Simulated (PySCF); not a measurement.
This PySCF input asks for the NMR shieldings of SMILES C[SiH2]P(C)C(F)=C(F)F, C₄H₈F₃PSi; the geometry comes from GFN2-xTB.

```python
import basis_set_exchange as bse
import numpy as np
from pyscf import gto, dft
from pyscf.prop import nmr

atoms = """
C     2.175379   -1.166218   -0.390994
Si    1.388279    0.557638   -0.387994
P    -0.805083    0.236581   -0.851750
C    -1.398190    1.969463   -0.611033
C    -1.258886   -0.419749    0.787722
F    -1.369006    0.429694    1.831625
C    -1.489909   -1.711955    0.988819
F    -1.400546   -2.602316    0.006351
F    -1.796813   -2.305471    2.136077
H     1.838833   -1.761135    0.454157
H     3.257189   -1.100534   -0.338952
H     1.914778   -1.707691   -1.296573
H     1.611300    1.248556    0.890354
H     1.883654    1.405708   -1.479414
H    -1.062716    2.385677    0.335876
H    -1.008764    2.568272   -1.431832
H    -2.486498    1.985510   -0.652350
"""
names = dict.fromkeys(["C", "Si", "P", "F", "H"], "pcSseg-1")
basis = {el: gto.basis.parse(bse.get_basis(n, elements=[el], fmt="nwchem")) for el, n in names.items()}
mol = gto.M(atom=atoms, basis=basis, charge=0, verbose=0)
mf = dft.RKS(mol, xc="PBE0")
mf.grids.level = 2
mf.grids.alignment = dft.numint.BLKSIZE   # the property module wants whole blocks of grid points
mf.conv_tol = 1e-9
mf.kernel()

calc = nmr.RKS(mf)   # GIAO
C = mf.mo_coeff
Co = C[:, mf.mo_occ > 0]
resp = mf.gen_response(singlet=True, hermi=2)
def vind(x):   # induced exchange potential for any number of trial vectors
    d = np.einsum("pi,xij,qj->xpq", C, 2 * x.reshape(-1, C.shape[1], Co.shape[1]), Co, optimize=True)
    return np.einsum("xpq,pi,qj->xij", resp(d - d.transpose(0, 2, 1)), C, Co, optimize=True).ravel()
mo1, _ = nmr.rhf.solve_mo1(calc, with_cphf=vind)
sigma = calc.kernel(mo1)
for i, s in enumerate(sigma):   # ppm
    w = np.linalg.eigvalsh((s + s.T) / 2)
    print("%2d %-2s iso %8.1f  s11 %8.1f  s22 %8.1f  s33 %8.1f" % (i, mol.atom_pure_symbol(i), w.mean(), *w))
```

**Question.** Give the expected output.

**Answer.** 
```
 0 C  iso    195.2  s11    188.4  s22    198.1  s33    199.2
 1 Si iso    391.1  s11    348.4  s22    380.1  s33    444.6
 2 P  iso    461.6  s11    394.2  s22    440.2  s33    550.4
 3 C  iso    183.6  s11    175.0  s22    183.8  s33    191.9
 4 C  iso     52.5  s11     14.1  s22     64.7  s33     78.9
 5 F  iso    371.8  s11    288.9  s22    375.3  s33    451.3
 6 C  iso     17.0  s11    -59.4  s22     54.1  s33     56.3
 7 F  iso    283.5  s11    237.7  s22    285.6  s33    327.1
 8 F  iso    257.2  s11    201.3  s22    281.0  s33    289.3
 9 H  iso     31.4  s11     26.3  s22     30.4  s33     37.5
10 H  iso     31.3  s11     26.1  s22     27.6  s33     40.3
11 H  iso     31.5  s11     26.7  s22     29.3  s33     38.3
12 H  iso     27.3  s11     23.8  s22     26.1  s33     31.9
13 H  iso     27.5  s11     23.7  s22     25.9  s33     32.9
14 H  iso     29.8  s11     24.5  s22     29.1  s33     35.8
15 H  iso     30.8  s11     25.7  s22     27.9  s33     38.6
16 H  iso     30.3  s11     25.1  s22     27.1  s33     38.8
```

These numbers come from an equivalent density-fitted implementation of the same equations, which agrees with the script to about 0.01 ppm for H and up to a few tenths of a ppm for heavy atoms, so last digits may differ.

Size and cost of the density-fitted run: 207 basis functions, 61 s wall time on 1 thread of an Arm Neoverse N1, shared host; peak memory 0.91 GiB.
